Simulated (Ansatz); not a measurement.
Ansatz (a quantum-chemistry and plane-wave program) input (B2PLYP/def2-TZVPD):

Ansatz 0.2 input:
```yaml
crystal:
  periodic: [false, false, false]
  atoms:
    - {symbol: Si, position_ang: [-0.00655979, -0.00660061, 0.03377805]}
    - {symbol: C, position_ang: [1.81005133, 0.28235701, -0.32672926]}
    - {symbol: C, position_ang: [-0.66537564, -1.32710877, -1.12197188]}
    - {symbol: C, position_ang: [-0.98031190, 1.57524973, -0.13658726]}
    - {symbol: O, position_ang: [-0.21514214, -0.46907199, 1.61903291]}
    - {symbol: H, position_ang: [1.95662686, 0.62399704, -1.35460299]}
    - {symbol: H, position_ang: [2.39402677, -0.63305187, -0.20011566]}
    - {symbol: H, position_ang: [2.22642799, 1.03958842, 0.34109159]}
    - {symbol: H, position_ang: [-0.56925146, -1.01827104, -2.16605334]}
    - {symbol: H, position_ang: [-1.72121359, -1.52707749, -0.92710693]}
    - {symbol: H, position_ang: [-0.12002940, -2.26763346, -1.00776809]}
    - {symbol: H, position_ang: [-2.03563239, 1.40963974, 0.08941781]}
    - {symbol: H, position_ang: [-0.91106286, 1.97078312, -1.15265252]}
    - {symbol: H, position_ang: [-0.60648730, 2.33883707, 0.54853743]}
    - {symbol: H, position_ang: [0.21338687, -1.27481491, 1.91582708]}
basis:
  gaussian:
    orbitals: def2-TZVPD
hamiltonian:
  xc: {name: B2PLYP}
magnetization: {spin_polarized: false}
correlation: {electrons: outside_noble_gas}
```

End of the output:

```
integrals: 0.80 GiB planned
1955 factors; integrals over basis functions are off by at most 1.1e-3 eV
0.43 GiB of the device are held for the grids
1.62 GiB of device memory are held for the factors and their scratch space
mean field: 2.07 GiB planned
mean field evaluation 1: about -13177.0891 eV, gradient 7.3e1 eV
mean field evaluation 2: about -13177.3183 eV, gradient 7.4e1 eV
mean field evaluation 4: about -13187.8720 eV, gradient 9.3e0 eV
mean field evaluation 8: about -13188.0183 eV, gradient 2.6e-1 eV
mean field evaluation 16: about -13188.0185 eV, gradient 3.9e-5 eV
mean field -13188.01852569 eV, -484.6507416591 hartree, gradient 2.0e-6 eV, S^2 0.000000; 0 other end points of the search recorded, 0 dependent functions left out
9 core orbitals not correlated
reference -13188.01874051 eV, -484.6507495534 hartree; 16, 16 occupied and 259, 259 virtual orbitals, 1955 factors
second order -29.01609847 eV of doubles, -0.00000000 eV of singles
Total energy: -13195.85308709 eV, -484.9386564801 hartree
```
